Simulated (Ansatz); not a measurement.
Born–Oppenheimer molecular dynamics of BH$_{8}$N$_{2}$P (12 atoms, charge 0, multiplicity 1). It starts at the highest image of a converged band. Of that band: Neighbouring images differ by up to 1.4 eV, so the band resolves the path poorly. A vibrational analysis at the climbing image gives one clearly imaginary mode, 798i cm⁻¹: a first-order saddle point.

Theory: RKS PBE0/6-31G* in Ansatz 0.2.0.

```
ensemble                      : NVE (velocity Verlet)
time step                     : 0.5 fs
steps asked                   : 156
starting velocities drawn for : 300 K
seed                          : 3054
```

Frames 2.5 fs apart, positions in Å.

Velocities at 10 fs (Å/ps):

```
B -0.66 10.58 -0.58
H 1.46 -9.16 -1.93
N 0.32 -0.25 1.62
H 17.64 -17.48 -10.64
H 5.02 -17.06 7.58
N -1.91 -4.86 -0.27
H 3.25 2.06 8.74
H -6.56 29.24 9.79
P 0.15 0.44 -0.69
H 1.03 -9.69 -2.18
H -0.81 -10.19 0.63
H 3.67 -23.80 -3.26
```

```xyz
12
Properties=species:S:1:pos:R:3 time_fs=10 energy_less_start_eV=0.142 T=191
B -0.140 0.351 -0.047
H -0.185 -0.427 1.116
N 1.310 0.217 -0.341
H 1.515 -0.772 -0.564
H 1.536 0.725 -1.177
N -1.462 0.030 -0.703
H -1.324 -0.884 -1.119
H -1.508 0.648 -1.526
P -0.343 2.303 0.618
H -1.535 2.137 1.432
H 0.538 2.399 1.716
H -0.276 0.353 1.286
12
Properties=species:S:1:pos:R:3 time_fs=12.5 energy_less_start_eV=0.070 T=246
B -0.142 0.382 -0.047
H -0.182 -0.484 1.107
N 1.310 0.212 -0.337
H 1.559 -0.785 -0.583
H 1.556 0.702 -1.176
N -1.463 0.019 -0.705
H -1.328 -0.896 -1.109
H -1.532 0.708 -1.483
P -0.343 2.304 0.616
H -1.519 2.119 1.417
H 0.541 2.369 1.721
H -0.272 0.316 1.301
12
Properties=species:S:1:pos:R:3 time_fs=15 energy_less_start_eV=0.006 T=296
B -0.147 0.419 -0.047
H -0.183 -0.554 1.098
N 1.310 0.197 -0.335
H 1.586 -0.739 -0.580
H 1.585 0.716 -1.192
N -1.458 0.011 -0.707
H -1.352 -0.924 -1.128
H -1.573 0.725 -1.415
P -0.344 2.305 0.614
H -1.494 2.113 1.393
H 0.551 2.332 1.726
H -0.275 0.279 1.350
12
Properties=species:S:1:pos:R:3 time_fs=17.5 energy_less_start_eV=-0.113 T=388
B -0.153 0.456 -0.046
H -0.194 -0.571 1.109
N 1.310 0.184 -0.339
H 1.606 -0.732 -0.571
H 1.599 0.736 -1.162
N -1.445 0.002 -0.706
H -1.391 -0.915 -1.161
H -1.642 0.726 -1.371
P -0.346 2.306 0.612
H -1.490 2.115 1.382
H 0.558 2.291 1.721
H -0.275 0.183 1.401
12
Properties=species:S:1:pos:R:3 time_fs=20 energy_less_start_eV=-0.181 T=441
B -0.159 0.490 -0.049
H -0.211 -0.578 1.139
N 1.306 0.176 -0.345
H 1.621 -0.791 -0.567
H 1.605 0.759 -1.096
N -1.426 -0.008 -0.701
H -1.431 -0.878 -1.201
H -1.740 0.726 -1.358
P -0.346 2.307 0.609
H -1.517 2.121 1.389
H 0.559 2.249 1.703
H -0.275 0.059 1.461
12
Properties=species:S:1:pos:R:3 time_fs=22.5 energy_less_start_eV=-0.310 T=540
B -0.161 0.519 -0.060
H -0.222 -0.672 1.159
N 1.299 0.164 -0.348
H 1.597 -0.809 -0.558
H 1.632 0.810 -1.053
N -1.403 -0.012 -0.696
H -1.450 -0.860 -1.251
H -1.842 0.697 -1.314
P -0.346 2.310 0.607
H -1.546 2.131 1.397
H 0.559 2.206 1.682
H -0.282 -0.009 1.569
12
Properties=species:S:1:pos:R:3 time_fs=25 energy_less_start_eV=-0.486 T=678
B -0.161 0.540 -0.081
H -0.237 -0.761 1.221
N 1.286 0.152 -0.349
H 1.540 -0.776 -0.558
H 1.675 0.854 -1.012
N -1.380 -0.011 -0.693
H -1.432 -0.853 -1.285
H -1.935 0.650 -1.216
P -0.347 2.314 0.605
H -1.549 2.148 1.389
H 0.564 2.166 1.671
H -0.287 -0.110 1.672
12
Properties=species:S:1:pos:R:3 time_fs=27.5 energy_less_start_eV=-0.897 T=995
B -0.156 0.555 -0.113
H -0.258 -0.821 1.342
N 1.266 0.148 -0.348
H 1.490 -0.795 -0.597
H 1.717 0.844 -0.934
N -1.356 -0.012 -0.692
H -1.368 -0.833 -1.283
H -2.041 0.627 -1.082
P -0.350 2.319 0.604
H -1.528 2.166 1.367
H 0.571 2.132 1.671
H -0.286 -0.266 1.759
12
Properties=species:S:1:pos:R:3 time_fs=30 energy_less_start_eV=-1.261 T=1276
B -0.149 0.568 -0.156
H -0.279 -0.961 1.438
N 1.239 0.148 -0.344
H 1.442 -0.830 -0.666
H 1.776 0.818 -0.845
N -1.331 -0.012 -0.692
H -1.278 -0.821 -1.275
H -2.144 0.605 -0.913
P -0.351 2.325 0.603
H -1.513 2.179 1.350
H 0.569 2.106 1.674
H -0.286 -0.369 1.914
12
Properties=species:S:1:pos:R:3 time_fs=32.5 energy_less_start_eV=-1.525 T=1480
B -0.141 0.582 -0.204
H -0.301 -1.098 1.565
N 1.208 0.141 -0.339
H 1.377 -0.790 -0.729
H 1.867 0.812 -0.761
N -1.308 -0.009 -0.693
H -1.194 -0.827 -1.289
H -2.193 0.525 -0.714
P -0.351 2.333 0.602
H -1.529 2.180 1.354
H 0.553 2.089 1.675
H -0.285 -0.495 2.072
12
Properties=species:S:1:pos:R:3 time_fs=35 energy_less_start_eV=-1.618 T=1554
B -0.133 0.603 -0.252
H -0.325 -1.194 1.744
N 1.180 0.131 -0.337
H 1.309 -0.731 -0.795
H 1.936 0.782 -0.642
N -1.286 -0.006 -0.695
H -1.152 -0.816 -1.303
H -2.196 0.385 -0.518
P -0.349 2.342 0.601
H -1.559 2.167 1.365
H 0.528 2.080 1.678
H -0.284 -0.675 2.202
12
Properties=species:S:1:pos:R:3 time_fs=37.5 energy_less_start_eV=-1.756 T=1658
B -0.128 0.635 -0.294
H -0.356 -1.353 1.875
N 1.158 0.125 -0.338
H 1.256 -0.730 -0.893
H 1.956 0.717 -0.480
N -1.265 -0.009 -0.700
H -1.165 -0.793 -1.307
H -2.197 0.214 -0.341
P -0.347 2.352 0.600
H -1.571 2.146 1.361
H 0.504 2.075 1.691
H -0.277 -0.798 2.391
```

Of the whole run (78 fs, mean temperature of the second half 1243 K): The conserved energy stayed within 0.21 meV per atom of its start (net change -0.015 meV per atom), so the integration is sound. The kinetic energy rose, since the run started high on the potential surface and went downhill. It ends in pieces (BH6N2P + H2), so much of that is their flight and rotation, not heat. A run of 0.078 ps of so small a system gives no equilibrium averages. The orbitals stay closed-shell, which can raise the energy where a bond breaks towards radicals; this wasn't checked here.

Time of the run: 10 min on 1 thread of Arm Neoverse V1, with other jobs on the host, peak memory 0.16 GiB.
